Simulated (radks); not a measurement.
Kr4+, configuration [Ar] 3d10 4s2 4p2.

All-electron calculation, scalar-relativistic Kohn-Sham, PBE, spin-unpolarised, spherical densities, finite nucleus; Fermi nuclear charge, rms radius 4.1884 fm. Program: a radial shooting solver on a logarithmic mesh with Libxc functionals.

Energy parts (eV):
| part | energy |
|---|---|
| total | -75799.988 |
| kinetic | 77538.596 |
| electron-nucleus | -181035.323 |
| Hartree | 30275.041 |
| exchange-correlation | -2578.302 |

Orbitals (lengths in bohr, moments of r in powers of bohr; r(90%) holds 90 % of the orbital's charge):
orbital,occ.,eigenvalue (eV),<r^4>,r(90%),<1/r>,<r^2>
1s,2,-14216.71,0.00001386,0.0742,36.76,0.002318
2s,2,-1921.861,0.002723,0.284,8.165,0.03970
2p,6,-1706.004,0.001969,0.261,7.985,0.03136
3s,2,-320.6037,0.1642,0.787,2.703,0.3225
3p,6,-251.8016,0.1944,0.822,2.550,0.3405
3d,10,-137.8901,0.2917,0.902,2.281,0.3740
4s,2,-72.8995,7.909,2.07,0.9353,2.306
4p,2,-56.4332,12.80,2.34,0.8253,2.902
4d,0,-33.3826,40.55,3.14,0.6166,5.072
5s,0,-28.8087,154.8,4.34,0.4337,10.56
5p,0,-23.6901,249.8,4.89,0.3880,13.36

The highest occupied level is 4p at -56.433 eV. The electron density at the nucleus is 5.016e+04 e/bohr^3 (large components only).
